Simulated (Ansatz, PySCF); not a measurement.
Process, species as SMILES: C[Si](C)(P)P + 4 [H][H] (H2) → 2 C (CH4) + 2 P (PH3) + [SiH4] (SiH4)
Structures are relaxed separately at B3LYP-D3(BJ)/def2-TZVP in Ansatz (a quantum-chemistry and plane-wave program), one conformer each, not searched for the lowest.

Wanted: energy of full hydrogenation (0 K, with B3LYP-D3(BJ) harmonic zero-point energies from PySCF), in eV. Correlated levels leave the core frozen unless marked. Spin-orbit coupling is left out. Non-relativistic. CBS marks a two-point X^-3 extrapolation of the correlation energy; Hartree-Fock from the larger set.

Level to compare with: CCSD(T)/CBS(cc-pV(T+d)Z,cc-pV(Q+d)Z) (Ansatz), 0.07 eV. It is a level with limits of its own, and the differences hold the functionals' basis error too.

Q: Rank these functionals by how close they come to CCSD(T)/CBS(cc-pV(T+d)Z,cc-pV(Q+d)Z), closest first: wB97X-V/def2-TZVPD (Ansatz); LC-wPBE/def2-TZVPD (Ansatz); B3LYP/def2-TZVPD (Ansatz).

A: wB97X-V/def2-TZVPD (range-separated hybrid with VV10, -0.08 eV, difference -0.15), LC-wPBE/def2-TZVPD (range-separated hybrid, -0.17 eV, difference -0.24), B3LYP/def2-TZVPD (global hybrid, -0.49 eV, difference -0.56)
